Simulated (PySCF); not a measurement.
H2S. Atoms are numbered in the order given.

```xyz
3

S      0.0000     0.0000     0.1031
H      0.0000    -0.9702    -0.8249
H      0.0000     0.9702    -0.8249
```

Geometry optimised at B3LYP-D3(BJ)/def2-TZVP.

Calculation: B3LYP/pcSseg-1 (PySCF).

GIAO shieldings, no solvent; atoms alike by connectivity are averaged. δ = σ(ref) − σ: ³³S against H2S (σ = 695.8 ppm); ¹H against TMS (σ = 31.68 ppm), references at their B3LYP-D3(BJ)/def2-TZVP geometries, non-relativistic.

```tsv
nucleus	atoms	count	δ (ppm)
³³S	S1	1	0.0
¹H	H2, H3	2	0.90
```
